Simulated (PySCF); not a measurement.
**Finite-field polarisability of Sr (strontium, neutral)**

[Kr] 5s2, closed-shell 1S. All numbers are calculated (PySCF 2.14, the spin-free X2C one-electron Hamiltonian (Gaussian nucleus), in aug-cc-pVQZ-X2C). Frozen: [Kr]. Energy changes in a uniform field (μhartree):

```
axis   F (au)        HF       MP2      CCSD   CCSD(T)
   x  0.00093  -100.580   -96.911  -102.752  -102.752
   x  0.00186  -402.827  -388.035  -411.257  -411.257
```

Derive α along x at CCSD(T) from the two fields.

With ΔE = −αF²/2 − γF⁴/24, α = −(16 ΔE(F) − ΔE(2F))/(6F²) = 237.6 bohr³.

And the mean polarisability at each level?

HF 232.5, MP2 224.0, CCSD 237.6, CCSD(T) 237.6 bohr³. Reference: 197.2 ± 0.2 bohr³ (recommended; Schwerdtfeger and Nagle, table of static dipole polarizabilities (2023 update)).

CCSD(T) lies more than 5 % above the reference; correlation of the frozen inner shells, absent here, would lower it.
